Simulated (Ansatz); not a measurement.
System: sum formula AlHBr2, charge 0, multiplicity 1. 
Geometry from a B3LYP-D3(BJ)/def2-TZVP (Ansatz, a program for electronic structure) optimisation:
SMILES: [Br][AlH][Br]
```xyz
4

Br     1.8719    -0.2022    -0.4928
Al     0.0186     0.9356     0.0878
Br    -1.8802    -0.2164     0.4535
H      0.0494     2.4876     0.2333
```

Total electronic energies in hartree. Cores are frozen in the correlated levels unless marked. Spin-orbit coupling is left out. The frozen core is the preceding noble-gas configuration, with the filled d and f shells of earlier blocks. Non-relativistic. Basis-set limits of correlation are two-point, X^-3; Hartree-Fock from the larger set. [CCSD(T)-MP2]/basis is that difference in the basis named.

| level | program | energy (Eh) |
|---|---|---|
| HF/def2-QZVPP | Ansatz | -5387.59041 |
| revPBE/def2-TZVPD | Ansatz | (withheld) |
| PBE0-D3(BJ)/def2-TZVPD | Ansatz + dftd3 | -5390.77357 |
| PBE0/def2-QZVPP | Ansatz | (withheld) |
| BHLYP-D4/def2-TZVPD | Ansatz + dftd4 | -5391.47530 |
| BHLYP/def2-TZVPD | Ansatz | -5391.46904 |
| r2SCANh-D4/def2-TZVPD | Ansatz + dftd4 | -5391.42355 |
| HSE06-D4/def2-TZVPD | Ansatz + dftd4 | (withheld) |
| LC-wPBE-D3(BJ)/def2-TZVPD | Ansatz + dftd3 | -5390.68939 |
| B2PLYP-D3(BJ)/def2-TZVPD | Ansatz + dftd3 | -5390.53253 |
| B2PLYP-D4/def2-TZVPD | Ansatz + dftd4 | -5390.53101 |
| RPA@PBE/def2-TZVPP | Ansatz | -5388.11561 |
| MP2/def2-SVP | Ansatz | -5387.06306 |
| MP2/def2-QZVPP | Ansatz | -5388.02342 |
| MP2/def2-QZVPPD | Ansatz | -5388.02397 |
| RI-MP2/def2-TZVPPD | Ansatz | -5387.87781 |
| SCS-MP2/6-31G* | Ansatz | -5387.10960 |
| CCSD/def2-QZVPPD | Ansatz | -5388.05794 |
| CCSD/CBS(def2-TZVPP,def2-QZVPP) | Ansatz | -5388.0866 |
| CCSD(T)/6-31G* | Ansatz | -5387.15204 |
| RI-MP2/CBS(def2-TZVPPD,def2-QZVPPD)+[CCSD(T)-MP2]/def2-SVPD | Ansatz | -5388.0939 |
| CCSD(T)/CBS(def2-TZVPP,def2-QZVPP) | Ansatz | -5388.1091 |
| CCSD(T)/CBS(def2-TZVPPD,def2-QZVPPD) | Ansatz | -5388.1087 |

Complete the blanks.


- revPBE/def2-TZVPD, energy (Eh): -5390.98120
- PBE0/def2-QZVPP, energy (Eh): -5390.88228
- HSE06-D4/def2-TZVPD, energy (Eh): -5390.77623
